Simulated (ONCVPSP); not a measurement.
Potentials for tin (Sn) compared

Generated with ld1.x 7.5 (TM, RRKJ, ultrasoft, PAW), atompaw 4.2 or ONCVPSP 4.0.1. The cutoff is in Ry: for ld1.x and atompaw files where the sum of valence levels is converged to 10 mRy in a Bessel basis, for ONCV files where the hardest occupied wave has 1 mHa per electron of residual kinetic energy. The error is the largest all-electron minus pseudo excitation energy over each file’s own four to seven test configurations (ionisations up to +4, promotions, holes and added fractions of an electron), all of which were solved. The labels leave out finer settings (local radius, basis sizes, second energies), which also bear on the numbers. Spin-polarised tests are not counted. The rows are a selection from randomly drawn settings: files with unsolved tests, undetermined cutoffs or missed reference levels are left out.

A true bound ghost makes a file unfit for plane-wave use even where its test errors are small: the radial tests pick states by their node count and pass the ghost by.

```tsv
potential	cutoff (Ry)	largest error (meV)	bound ghosts
ONCV, PBEsol, scalar-relativistic, rc 1.40/1.30/1.15 (spd), local smoothed, core correction yes, reference 4s2 4p6 4d10 5s2 5p2, qcut 9.3/8.2/7.9, projectors 2/2/2	260	-13	none
ONCV, PBE, scalar-relativistic, rc 2.10/2.20/1.55/1.95 (spdf), local smoothed, core correction no, reference 4d10 5s2, qcut 2.6/4.4/11.2/5.7, projectors 1/1/2/2	83	-192	s, p, d
ONCV, LDA (Perdew-Zunger), scalar-relativistic, rc 1.55/1.40/1.05 (spd), local smoothed, core correction no, reference 4s2 4p6 4d10 5s1.75 5p2.25, qcut 9.3/12.3/10.9, projectors 2/2/2	90	-4.1	none
ONCV, BLYP, scalar-relativistic, rc 1.75/2.40/1.85 (spd), local smoothed, core correction yes, reference 5s2 5p2, qcut 3/3.9/4.3, projectors 2/2/1	93	-181	s
ONCV, PBEsol, scalar-relativistic, rc 1.80/2.50/1.15 (spd), local smoothed, core correction yes, reference 4d10 5s2 5p1.5, qcut 3.3/3.5/7.3, projectors 2/2/3	230	-90	s, p, d
ONCV, PW91, scalar-relativistic, rc 2.15/2.45/1.10 (spd), local smoothed, core correction no, reference 4d10 5s1.75 5p2.25, qcut 2.5/3.1/7.5, projectors 2/2/2	415	-13	s, p, d
ONCV, PBE, scalar-relativistic, rc 2.00/1.65/1.40 (spd), local smoothed, core correction yes, reference 4p6 4d10 5s1 5p3, qcut 3/8.4/11.4, projectors 3/2/2	86	-20	s
```

Question: Fill in the row for Sn: ONCV, PBEsol, fully relativistic, rc 1.25/1.30/1.40 (spd), local smoothed, core correction yes, reference 4s2 4p6 4d10 5s2 5p1, qcut 10.6/13.1/9.3, projectors 2/2/1.

Answer: cutoff 95 Ry, largest error +9.9 meV, bound ghosts: none.
